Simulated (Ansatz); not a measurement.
Ansatz (an electronic-structure program) input (CCSD(T)/def2-SVPD):

Ansatz 0.2 input:
```yaml
crystal:
  periodic: [false, false, false]
  atoms:
    - {symbol: Fe, position_ang: [-0.00000000, -0.00000000, -0.45937553]}
    - {symbol: F, position_ang: [0.00000000, 0.00000000, 1.32708485]}
basis:
  gaussian:
    orbitals: def2-SVPD
magnetization: {spin_polarized: true, initial_magnetization: 5}
correlation: {method: ccsd_t, electrons: outside_noble_gas}
```

Output:

```
Functional definition: HF
integrals: 0.04 GiB planned
573 factors; integrals over basis functions are off by at most 8.0e-4 eV
mean field: 0.16 GiB planned
mean field evaluation 1: about -37048.4481 eV, gradient 2.5e1 eV
mean field evaluation 2: about -37048.5677 eV, gradient 2.5e1 eV
mean field evaluation 4: about -37051.9420 eV, gradient 4.9e0 eV
mean field evaluation 8: about -37052.5903 eV, gradient 8.6e-1 eV
mean field evaluation 16: about -37052.6579 eV, gradient 1.5e-2 eV
mean field evaluation 32: about -37038.0496 eV, gradient 4.4e1 eV
mean field evaluation 64: about -37052.6579 eV, gradient 2.7e-6 eV
mean field evaluation 96: about -37052.6579 eV, gradient 1.7e-5 eV
mean field evaluation 128: about -37052.6505 eV, gradient 7.1e-1 eV
mean field evaluation 160: about -37052.8838 eV, gradient 7.7e-2 eV
mean field evaluation 192: about -37047.3618 eV, gradient 1.9e1 eV
mean field evaluation 224: about -37053.3803 eV, gradient 8.7e-1 eV
mean field evaluation 256: about -37052.8998 eV, gradient 7.9e-2 eV
mean field evaluation 288: about -37049.6546 eV, gradient 8.4e-4 eV
mean field evaluation 320: about -37049.6199 eV, gradient 9.3e-5 eV
mean field evaluation 352: about -37045.9902 eV, gradient 2.4e1 eV
mean field evaluation 384: about -37049.4230 eV, gradient 1.6e-3 eV
mean field evaluation 416: about -37049.2140 eV, gradient 1.8e-3 eV
mean field evaluation 448: about -37047.8650 eV, gradient 4.3e-4 eV
mean field evaluation 480: about -37049.0815 eV, gradient 5.4e-1 eV
mean field evaluation 512: about -37047.3501 eV, gradient 9.4e-1 eV
mean field evaluation 544: about -37053.4042 eV, gradient 4.8e-2 eV
mean field evaluation 576: about -37043.8821 eV, gradient 7.1e-1 eV
mean field evaluation 608: about -37053.3657 eV, gradient 3.6e-1 eV
mean field evaluation 640: about -37047.3401 eV, gradient 2.2e-1 eV
mean field evaluation 672: about -37044.5996 eV, gradient 3.6e-2 eV
mean field evaluation 704: about -37043.9181 eV, gradient 9.5e-3 eV
mean field -37053.40427016 eV, -1361.6874912288 hartree, gradient 3.1e-6 eV, S^2 8.753623; 14 other end points of the search recorded, 0 dependent functions left out
determinant -37053.40427016 eV, -1361.6874912288 hartree, with singles and doubles -37061.99494406 eV, -1362.0031926719 hartree
determinant -37052.89989514 eV, -1361.6689557887 hartree, with singles and doubles -37061.49876522 eV, -1361.9849584359 hartree
determinant -37052.65785204 eV, -1361.6600608689 hartree, with singles and doubles -37061.42054385 eV, -1361.9820838534 hartree
determinant -37053.40427016 eV, -1361.6874912288 hartree, with singles and doubles -37061.99808167 eV, -1362.0033079769 hartree
determinant -37052.89989514 eV, -1361.6689557887 hartree, with singles and doubles -37061.50273752 eV, -1361.9851044152 hartree
10 core orbitals not correlated
reference -37053.40427016 eV, -1361.6874912288 hartree; 10, 5 occupied and 37, 42 virtual orbitals, 573 factors
second order -8.41243023 eV of doubles, -0.00000000 eV of singles
coupled cluster: 0.14 GiB planned
cycle   1  -8.59380685 eV  change    4.7e-6 eV  update   4.3e-6
perturbative correction -0.19953266 eV, -0.0073326901 hartree
Total energy: -37062.19760967 eV, -1362.0106404957 hartree
```

The spin state was set by rule; other spins were not relaxed.
